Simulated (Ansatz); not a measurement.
Compare A (`[CH3][Al]([F])[CH2]O`) with its isomer B (`CO[CH2][AlH][F]`).

Gas-phase electronic energies from Ansatz, PBE0-D4/def2-TZVP geometries. CBS: MP2 limit from def2 TZ/QZ plus the TZ coupled-cluster correction, frozen cores. DFT in def2-TZVPP. B3LYP here is the variant with VWN-RPA as its local correlation; programs differ in this. One conformer a species, not always the lowest.

A:

Z-matrix (Å, degrees):
```
C
Al 1 1.942
H 1 1.092 2 112.0
H 1 1.096 2 111.1 3 -120.1
H 1 1.094 2 111.1 3 121.2
F 2 1.657 1 119.3 3 9.9
C 2 1.972 1 123.1 3 -170.4
O 7 1.434 2 112.2 1 14.2
H 7 1.100 2 113.9 1 -113.4
H 7 1.096 2 108.6 1 130.6
H 8 0.959 7 108.8 2 -61.4
```

B:

Z-matrix (Å, degrees):
```
C
O 1 1.395
H 1 1.105 2 111.8
H 1 1.100 2 111.7 3 -120.9
H 1 1.090 2 108.0 3 119.1
C 2 1.420 1 111.7 3 58.2
Al 6 1.977 2 111.2 1 -74.2
H 6 1.097 2 106.5 1 167.7
H 6 1.101 2 110.9 1 53.4
F 7 1.654 6 118.0 2 175.3
H 7 1.579 6 124.7 2 -8.5
```

**Question.** Which is lower in electronic energy at CCSD(T)/CBS, and by how much? (An estimate is asked.)

**Answer.** Computed: A, by 20.5 kcal/mol.

**Question.** Give E(B) − E(A) in kcal/mol with PBE0-D4, B2PLYP, B3LYP, r2SCAN-D4, MP2/def2-TZVPP, ωB97M-V, B3LYP-D4. (Estimate.)

**Answer.** Ansatz gave: PBE0-D4 20.0, B2PLYP 19.7, B3LYP 19.4, r2SCAN-D4 20.3, MP2/def2-TZVPP 20.7, ωB97M-V 20.1, B3LYP-D4 19.0. None reverses the order clearly.

Largest T1 diagnostic: 0.012.

In def2-TZVPP, CCSD(T) changes the Hartree–Fock value by +2.4 kcal/mol (the triples alone add +0.0 kcal/mol) and MP2 by +3.6 kcal/mol.
